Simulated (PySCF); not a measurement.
4-ethenyl-2,3-dihydroazete (C5H7N), SMILES C=CC1=NCC1.

Geometry optimised at PBE0-D3(BJ)/def2-SVP. Other conformers were not sampled.

Computed with PBE0-D3(BJ)/def2-SVP (PySCF 2.14.0).

Frequencies are harmonic and unscaled.

```tsv
mode	ν (cm⁻¹)	IR (km/mol)	moving atoms (share of kinetic energy)
1	80	3.6	C 51 %, H 33 %, N 16 %
2	216	2.8	C 55 %, H 27 %, N 18 %
3	227	3.4	H 54 %, C 32 %, N 14 %
4	404	0.2	H 53 %, C 35 %, N 11 %
5	465	6.1	C 68 %, H 24 %
6	665	3.6	H 64 %, C 36 %
7	708	1.8	C 64 %, H 28 %
8	799	4.1	H 79 %, C 21 %
9	923	2.5	C 51 %, H 36 %, N 13 %
10	958	4.1	C 55 %, H 40 %
11	980	30.3	H 71 %, C 29 %
12	1028	16.2	H 90 %, C 9 %
13	1035	14.3	N 51 %, C 34 %, H 16 %
14	1057	0.0	H 52 %, C 44 %
15	1084	13.5	H 50 %, C 37 %, N 13 %
16	1105	0.3	H 77 %, C 17 %
17	1155	0.0	H 87 %, C 13 %
18	1180	5.0	H 51 %, C 47 %
19	1258	1.3	H 54 %, C 46 %
20	1288	17.0	H 68 %, C 31 %
21	1337	8.5	H 54 %, C 44 %
22	1422	5.4	H 88 %, C 12 %
23	1439	28.8	H 74 %, C 25 %
24	1467	19.1	H 74 %, C 24 %
25	1696	37.0	C 67 %, N 31 %
26	1724	5.7	C 84 %, H 12 %
27	3066	40.4	H 95 %
28	3079	13.4	H 94 %
29	3127	9.5	H 90 %, C 10 %
30	3146	12.8	H 90 %, C 10 %
31	3167	1.9	H 95 %
32	3193	7.5	H 91 %, C 9 %
33	3279	1.0	H 89 %, C 11 %
```
